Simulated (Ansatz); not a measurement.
Ansatz (a first-principles code) input:

Ansatz 0.2 input:
```yaml
crystal:
  periodic: [false, false, false]
  atoms:
    - {symbol: Si, position_ang: [-0.01622909, -0.85494600, 0.16534456]}
    - {symbol: F, position_ang: [-0.11736671, -1.77131459, -1.13931515]}
    - {symbol: Br, position_ang: [-1.82263161, 0.45379605, 0.21744921]}
    - {symbol: Br, position_ang: [1.85930326, 0.34366324, 0.00937972]}
basis:
  gaussian:
    orbitals: def2-SVPD
magnetization: {spin_polarized: true, initial_magnetization: 1}
correlation: {method: ccsd_t, electrons: outside_noble_gas}
output: {forces: true}
```

Q: Which total energy does the run end on?

A: -5533.09301 Eh (CCSD(T)/def2-SVPD). The basis has 129 functions.

It need not be the lowest isomer of its formula.
